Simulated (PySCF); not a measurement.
Sn(Br)2(OH)(NH2), SMILES [NH2][Sn]([OH])([Br])[Br] (H3Br2NOSn) (PBE0/def2-SVP optimised geometry):

```
8

N     -1.839    -2.071     1.591
Sn    -0.958    -1.210     0.000
O     -1.537     0.667     0.000
Br    -1.716    -2.403    -2.034
Br     1.537    -1.210     0.000
H     -1.372    -1.838     2.466
H     -1.870    -3.086     1.504
H     -1.018     1.210    -0.607
```

Method: PBE0/def2-TZVP, def2 effective core potentials past Kr run with PySCF.

Q: What are the frontier orbital energies and the dipole moment?

A: HOMO-2 -8.77 eV, HOMO-1 -8.60 eV, HOMO -8.29 eV, LUMO -2.44 eV, LUMO+1 0.03 eV; dipole moment 1.35 D.

On the same geometry PBE/def2-TZVP, def2 effective core potentials past Kr (PySCF 2.14.0) gives HOMO-2 -7.40 eV, HOMO-1 -7.25 eV, HOMO -6.88 eV, LUMO -3.30 eV, LUMO+1 -0.76 eV; dipole moment 1.31 D.
